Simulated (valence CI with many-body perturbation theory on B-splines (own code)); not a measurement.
## Ti8+: key properties

Calculated by configuration interaction combined with many-body perturbation theory (CI+MBPT): four valence electrons over a frozen Dirac-Fock core [Ne], radial functions for each j: 9 s, 9 p, 8 d, 6 f, 3 g, 1 h, with the one-electron correlation potential Σ1 (screened to all orders), the two-electron term Σ2, the three-electron term Σ3, Breit, model QED; selected single and double excitations, second order for the rest, scaled by the run's own slope (own B-spline code, finite nucleus).

No measured spectrum was set against this ion. As an estimate, levels of excited configurations hold to 0.05 to 0.15 % of their energy, terms of the ground configuration to about 0.5 %.

Rates and lifetimes use the calculated energies. Strong lines usually hold to 10 to 20 %, long lifetimes can be off by a factor of two.

Task: What is the ground level?

Result: 3s2.3p2 3P_0, composition 95 % 3s2.3p2 3P + 1 % 3s2.3p2 1S.

Task: How is the term 3P of the ground level split?

Result: J = 0 at 0.000, J = 1 at 0.386, J = 2 at 0.904 eV.

Task: Among levels below 57.045 eV, which E1 lines absorb most strongly from the ground level?

Result: to 3s2.3p.3d 3P°_1 at 28.02 nm, f = 0.729; to 3s2.3p.3d 3D°_1 at 27.43 nm, f = 0.556; to 3s.3p3 3S°_1 at 33.29 nm, f = 0.217.

Task: Name the longest-lived excited levels whose lifetime is computed, and their main decay.

Result: 3s2.3p2 3P_1 at 0.386 eV lives 1.85 s, mostly by M1 to 3s2.3p2 3P_0; 3s2.3p2 3P_2 at 0.904 eV lives 1.04 s, mostly by M1 to 3s2.3p2 3P_1; 3s2.3p2 1D_2 at 3.558 eV lives 64.6 ms, mostly by M1 to 3s2.3p2 3P_2.

Task: What is the ionisation energy?

Result: 192.36 eV; NIST lists 192.1 ± 0.4 eV (semi-empirical).

Task: How well does LS coupling describe the low levels?

Result: Among the lowest 20 levels the leading LS term, summed over configurations, holds 95 % on average. For single configurations the figures are 86 % in LS and 61 % in jj coupling. Terms mix most in the J = 2 level at 43.746 eV, where the leading one holds 54 %.

Task: What are the static dipole polarisabilities of the lowest levels?

Result: 3s2.3p2 3P_0 0.810; 3s2.3p2 3P_1 0.813 (tensor 0.028); 3s2.3p2 3P_2 0.815 (tensor -0.053); 3s2.3p2 1D_2 0.812 (tensor 0.11) bohr³, of which the core gives 0.0129.
